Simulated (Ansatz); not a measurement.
Start from `O[SiH2]/C=C/F` and change one atom or group (the configuration at the double bond changes too) to get `F/C=C\CF`.

Ansatz, PBE0-D4/def2-TZVP geometries, multiplicity 1. Each molecule was computed in one conformer, which needn't be the lowest.

```csv
property,`O[SiH2]/C=C/F`
size of the dipole moment (PBE/def2-TZVPP) / D,1.34
size of the dipole moment (ωB97M-V/def2-TZVPP) / D,1.42
HOMO energy (PBE/def2-TZVPP) / eV,-6.57
HOMO energy (B3LYP/def2-TZVPP) / eV,-7.58
"ideal-gas entropy at 298 K and 1 bar (rigid rotor, harmonic PBE0-D4/def2-TZVP) / J/(mol·K)",340
HOMO–LUMO gap (B3LYP/def2-TZVPP) / eV,7.06
```

Task: Give the same properties after the change, and the shifts. (Best estimate.)

Result: The calculation gave: 
| property | `F/C=C\CF` | shift |
| --- | --- | --- |
| size of the dipole moment (PBE/def2-TZVPP) / D | 1.77 | 0.43 |
| size of the dipole moment (ωB97M-V/def2-TZVPP) / D | 1.89 | 0.47 |
| HOMO energy (PBE/def2-TZVPP) / eV | -6.61 | -0.04 |
| HOMO energy (B3LYP/def2-TZVPP) / eV | -7.67 | -0.09 |
| ideal-gas entropy at 298 K and 1 bar (rigid rotor, harmonic PBE0-D4/def2-TZVP) / J/(mol·K) | 309 | -31 |
| HOMO–LUMO gap (B3LYP/def2-TZVPP) / eV | 7.26 | 0.20 |

With PBE0 the HOMO falls by 0.08 eV and the LUMO rises by 0.15 eV, so the gap widens by about 0.23 eV. PBE moves the HOMO by -0.04 eV and ωB97M-V by -0.12 eV. The zero-point energy changes by -0.5 kJ/mol with -3 modes. Dipoles are sizes alone; their direction can turn.

Positive LUMOs are unbound, so they and the gaps depend on the basis.

B3LYP here is the variant with VWN-RPA as its local correlation; programs differ in this.
